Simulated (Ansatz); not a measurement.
Reaction (formal hydrolysis of the Al–N bond): `[CH3][AlH][NH][AlH2]` + H₂O → `[CH3][AlH][OH]` + `[NH2][AlH2]`

Gas-phase electronic energies from Ansatz, PBE0-D4/def2-TZVP geometries. CBS: MP2 limit from def2 TZ/QZ plus the TZ coupled-cluster correction, frozen cores. This one scheme is used for every species. Functionals use def2-TZVPP. One conformer a species, not always the lowest.

```csv
level,ΔE (kJ/mol),difference from CCSD(T)/CBS
r2SCAN-D4,-46.3,-5.3
B97M-V,-47.3,-6.3
PBE0-D4,-41.1,-0.1
r2SCANh-D4,-45.4,-4.4
r2SCAN0-D4,-44.4,-3.4
BHLYP-D4,-45.2,-4.2
BLYP,-55.7,-14.7
CAM-B3LYP,-54.1,-13.1
MP2/def2-TZVPP,-41.7,-0.7
CCSD/CBS(def2),-43.1,-2.1
CCSD(T)/CBS,-41.0,0
```

Largest T1 diagnostic among the species: 0.011.

From BLYP to BHLYP (50 % exact exchange), in def2-TZVPP and without D4, ΔE moves by +3.3 kJ/mol. Leaving LDA and LC-ωPBE aside and taking each functional with its dispersion term where it has one, the values, not all of them listed here, spread over 9.0 kJ/mol, from CAM-B3LYP-D4 to revPBE-D4. The D4 term adds +7.2 kJ/mol with B3LYP and +4.1 kJ/mol with PBE0; it sums over pairs of atoms, weighted by their polarisabilities, and B3LYP, whose exchange is more repulsive, gets the larger term.

B3LYP here is the variant with VWN-RPA as its local correlation; programs differ in this.
